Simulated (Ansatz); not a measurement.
Species: sum formula H3BNO2 (charge -1, singlet). It need not be the lowest isomer of its formula. Whether it binds its extra electron was not tested at this geometry. 
Coordinates optimised at B3LYP-D3(BJ)/def2-TZVP (Ansatz, an electronic-structure program):
```
B
N 1 1.3684
H 2 1.0170 1 112.79
O 1 1.4388 2 128.89 3 0.00
H 4 0.9622 1 107.47 2 -180.00
O 1 1.4462 2 121.34 3 180.00
H 6 0.9621 1 103.92 2 0.00
```
Charge -1, spin multiplicity 1.

Basis-set convergence of Hartree-Fock and CCSD correlation energies (hartree) with Ansatz. Valence correlation only, unless marked. Spin-orbit coupling is left out. No relativistic terms.

```
basis        functions       E(HF)  E(corr, CCSD)
-----------  ---------  ----------  -------------
aug-cc-pVDZ        119  -230.75666       -0.69995
aug-cc-pVTZ        253  -230.81407       -0.83592
aug-cc-pVQZ        458  -230.82896       -0.88060
```

Extrapolating the two largest sets (X = 3 and 4) as X^-3: E(corr) = (64·(-0.88060) - 27·(-0.83592))/37 = -0.9132 Eh, an estimate of the basis-set limit. The largest set recovers 96.4 % of it, the smallest 76.6 %.
